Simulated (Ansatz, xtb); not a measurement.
**Relative energy of two isomers of C5H8SeSi**

We compare a, `[SiH3]Cc1ccc[se]1`, a singlet, with b, `C[SiH2]c1cc[se]c1`, a singlet. Both are isolated molecules in the gas phase, relaxed with PBE-D3(BJ)/def2-SVP; the shapes shown needn't be the lowest conformers.

a (Å):

```xyz
15

C    -0.1299   -1.9317    0.0034
C    -0.9261   -1.1381   -0.9850
C    -2.3007   -1.0535   -1.1042
C    -2.7848   -0.2536   -2.1903
C    -1.8068    0.3177   -2.9721
Se   -0.0960   -0.1397   -2.3628
Si    0.5391   -3.5650   -0.7320
H     1.4730   -3.2622   -1.8716
H     1.2890   -4.3402    0.3209
H    -0.6049   -4.3981   -1.2386
H     0.7306   -1.3551    0.4051
H    -0.7716   -2.1876    0.8730
H    -2.9708   -1.5691   -0.3993
H    -3.8567   -0.1010   -2.3849
H    -1.9334    0.9704   -3.8445
```

b (Å):

```xyz
15

C     0.3721   -1.5972    1.0220
C    -1.2497    1.0496    0.7833
C    -1.3133    1.2936   -0.6383
C    -2.4516    1.9270   -1.0833
C    -2.3663    1.5046    1.4631
Se   -3.6240    2.3007    0.3262
Si    0.1761    0.1758    1.6490
H    -0.5498   -2.1824    1.2128
H     0.5629   -1.6063   -0.0705
H     1.2205   -2.1060    1.5228
H    -0.1086    0.1852    3.1284
H     1.4606    0.9296    1.4086
H    -0.5085    0.9999   -1.3300
H    -2.7039    2.2100   -2.1131
H    -2.5624    1.4428    2.5417
```

**Question.** Which of the two would you expect CCSD(T)/def2-SVP + ΔMP2/def2-TZVPP electronic energies to favour?

**Answer.** Structure b; the calculation gives E(b) − E(a) = −0.435 eV.

The same difference at several levels:

| level | geometry | E(b) − E(a) (eV) | departure from the last row (eV) | job, with rough time for the two |
| --- | --- | --- | --- | --- |
| PBE-D3(BJ)/def2-SVP | PBE-D3(BJ)/def2-SVP | −0.331 | +0.104 | optimisation, 43 s |
| HF/def2-SVP | PBE-D3(BJ)/def2-SVP | −0.385 | +0.051 | part of the CCSD(T) run |
| MP2/def2-SVP | PBE-D3(BJ)/def2-SVP | −0.337 | +0.099 | part of the CCSD(T) run |
| CCSD(T)/def2-SVP | PBE-D3(BJ)/def2-SVP | −0.321 | +0.114 | single point |
| CCSD(T)/def2-SVP + ΔMP2/def2-TZVPP | PBE-D3(BJ)/def2-SVP | −0.435 |  | single point, 2.6 min |

As drawn, b has 1 C–Si, 1 C–H in place of 1 C–C, 1 Si–H.

The levels shown agree on the order. The largest departure from CCSD(T)/def2-SVP + ΔMP2/def2-TZVPP is that of CCSD(T)/def2-SVP, 0.114 eV. Levels run at GFN2-xTB geometries aren't shown. The last row adds to CCSD(T) the change of the MP2 difference between the two basis sets, here −0.114 eV.

With thermal terms from frequencies at re-optimised GFN2-xTB minima (ideal gas, soft modes damped towards free rotors, one conformer each, 298.15 K, 1 atm): the zero-point term adds +0.043 eV; ΔH is −0.383 and ΔG −0.408 eV.

The correlated steps freeze 19 core orbitals; the filled d shell of Se is correlated, in a basis made for valence electrons. Codes used: Ansatz 0.2.0, xtb 6.7.1; the last row on 4 threads of Arm Neoverse V1 on a shared host.
